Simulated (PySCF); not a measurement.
## Exact mass, isotope pattern and composition

Species: `O=S(=O)(O)C(F)(F)C(F)(F)C(F)(F)F`.

All values are calculated from tables of isotopes.

Q: Molar mass and exact mass?

A: For C3HF7O3S, with standard atomic weights, 3 × 15.999 + 1 × 32.060 + 3 × 12.011 + 7 × 18.998 + 1 × 1.008 = 250.084 g/mol. From the most abundant isotopes (16O, 32S, 12C, 19F, 1H), 3 × 15.994915 + 1 × 31.972071 + 3 × 12.000000 + 7 × 18.998403 + 1 × 1.007825 = 249.9535 u.

Q: Work out the cluster of the molecular ion M+•, one line a nominal mass.

A: 
| nominal mass | m/z (centroid) | relative intensity |
| --- | --- | --- |
| 250 | 249.9529 | 100.0 |
| 251 | 250.9555 | 4.2 |
| 252 | 251.9498 | 5.2 |
| 253 | 252.9532 | 0.2 |

Lines under 0.1 % of the tallest are left out. One electron mass, 0.00055 u, is taken off.

Q: Which singly substituted isotopologues are there?

A: Intensity in % of the monoisotopic species:

| isotope | mass shift (u) | m/z | intensity (%) |
| --- | --- | --- | --- |
| 33S | +0.99939 | 250.9523 | 0.80 |
| 13C | +1.00335 | 250.9563 | 3.24 |
| 17O | +1.00422 | 250.9571 | 0.11 |
| 34S | +1.99580 | 251.9487 | 4.52 |
| 18O | +2.00425 | 251.9572 | 0.62 |
| 36S | +3.99501 | 253.9479 | 0.02 |

Species under 0.02 % are left out.

Q: What resolving power m/Δm just matches the spacing of the species with one 33S and with one 13C?

A: They lie 0.00397 u apart at mass 250.95, so m/Δm is about 63000.

Q: Protons, neutrons, electrons, and exact less nominal mass of the monoisotopic species?

A: 122 protons, 128 neutrons and 122 electrons; 249.9535 − 250 = -0.0465 u.

Q: Which m/z would the protonated, sodiated and deprotonated molecule have?

A: [M+H]+ 250.9607, [M+Na]+ 272.9427, [M−H]− 248.9462, for the monoisotopic species (arithmetic only; whether such ions form is another matter).

Q: What share of all molecules is the monoisotopic species?

A: 0.99757^3 × 0.9493 × 0.9893^3 × 1^7 × 0.999885 = 91.24 %.
